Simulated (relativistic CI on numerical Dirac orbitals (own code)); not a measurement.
Calculated at this level of theory: Dirac-Coulomb-Breit CI, orbitals from a KLI potential per configuration, model QED (radiative potential, 1s self-energy scaled to tabulated hydrogen-like ionisation energies), unscaled Slater integrals (own radial code, finite nucleus).

The strongest absorption lines from the ground level of an ion, among the configurations computed and to levels below about 309 eV (vacuum wavelength in nm, gf): 7.1572 (0.52), 7.2597 (0.99), 7.4373 (0.29), 7.5221 (0.75), 7.5584 (0.28), 7.6665 (1.1), 7.9082 (0.56), 8.2405 (0.73).

Q: Which ion is it?
A. Mo18+
B. Ru20+
C. Sr14+
D. Mo16+

A: A. Mo18+ has 24 electrons and the ground level 3s²3p⁶3d⁶ ⁵D4; the strongest line goes to 3s²3p⁵3d⁷ ⁵D°3. The pattern of lines fixes the number of electrons, and along that sequence the line energies rise steadily with the charge (about as its square where n changes within one kind of shell, about linearly where n is kept but much faster in heavy ions where fine structure, which grows about as Z⁴, sets the gap, and irregularly where shells cross), which fixes Z. Configurations outside the model, such as inner-shell arrays, can give stronger lines. At this charge energies of transitions that change n are usually good to better than 1 %, and those within a shell (Δn = 0) to a few per cent. Terms inside the open d or f shell come out 10 to 20 % too wide with unscaled integrals.

LS names give the leading component of a level, which can be under half, so a name can repeat, a term be missing and a line seem to break the LS rules.
